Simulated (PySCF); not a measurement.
W(F)5(OH) (F5HOW), SMILES [OH][W]([F])([F])([F])([F])[F], multiplicity 1. Heavy atoms are numbered as in [W:1]([F:2])([F:3])([F:4])([F:5])([F:6])[OH:7]. Hydrogens are named by the atom that carries them.

Coordinates come from a B3LYP-D3(BJ)/def2-SVP optimisation. The spin state was assumed, not searched. The isomer is the one that the SMILES or the coordinates give; other isomers of the formula were not compared. The def2 effective core potentials stand for the cores of W; spin–orbit coupling is left out. The values are those of a single conformer.

Method: ωB97X/def2-TZVP (PySCF).

ESP charges are fitted to the potential on shells at 1.4 to 2.0 van der Waals radii. Atomic charges (e), one atom of each kind:

```
atom     ESP fit  Mulliken  Löwdin
-------  -------  --------  ------
W1          1.59      1.86     ___
F2         -0.29     -0.33     ___
O7 (OH)    -0.67     -0.57     ___
H on O7     0.52      0.38     ___
```

**Question.** Fill in the missing entries. (An estimate is asked for; the answer gives what the named calculation found.)

**Answer.** 
- W1, Löwdin: 1.00
- F2, Löwdin: -0.19
- O7 (OH), Löwdin: -0.22
- H on O7, Löwdin: 0.20
